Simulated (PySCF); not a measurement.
**Successive ionisation energies of thulium**

Calculated with PySCF 2.14, two-component X2C-1e (Gaussian nucleus, no Breit or QED terms), each ion in its own even-tempered basis; GMP2 freezes the deep shells of the larger ions and drops the highest virtual spinors; eV.

```tsv
ion	configuration	GHF (spin-free)	GHF (screened spin-orbit)	GMP2 (screened spin-orbit)	NIST	kind
Tm⁵⁰⁺	[Ar] 3d1	4429.6	4462.8	4462.3	4461 ± 4	theoretical
Tm⁵¹⁺	[Ar]	4890.0	4814.9	4815.8	4812 ± 4	theoretical
Tm⁵²⁺	[Ne] 3s2 3p5	4997.7	4925.4	4926.5	4922 ± 4	theoretical
Tm⁵³⁺	[Ne] 3s2 3p4	5106.3	5047.1	5047.5	5044 ± 5	theoretical
Tm⁵⁴⁺	[Ne] 3s2 3p3	5252.5	5160.0	5160.5	5157 ± 5	theoretical
Tm⁵⁵⁺	[Ne] 3s2 3p2	5362.8	5532.8	5534.6	5527 ± 5	theoretical
Tm⁵⁶⁺	[Ne] 3s2 3p1	5474.5	5661.3	5661.4	5656 ± 5	theoretical
Tm⁵⁷⁺	[Ne] 3s2	5905.8	5905.3	5909.1	5901 ± 6	theoretical
Tm⁵⁸⁺	[Ne] 3s1	6027.7	6027.3	6028.1	6023 ± 6	theoretical
Tm⁵⁹⁺	[Ne]	13659.3	13360.8	13362.3	13347 ± 7	theoretical
Tm⁶⁰⁺	[He] 2s2 2p5	13959.7	13665.8	13667.4	13651 ± 10	theoretical
Tm⁶¹⁺	[He] 2s2 2p4	14262.9	14000.0	14000.1	13988 ± 12	theoretical
```

Where is the largest relative jump?

From Tm⁵⁸⁺ to Tm⁵⁹⁺: 6028.1 to 13362.3 eV, where the electron removed from [Ne] comes from a deeper shell or subshell.
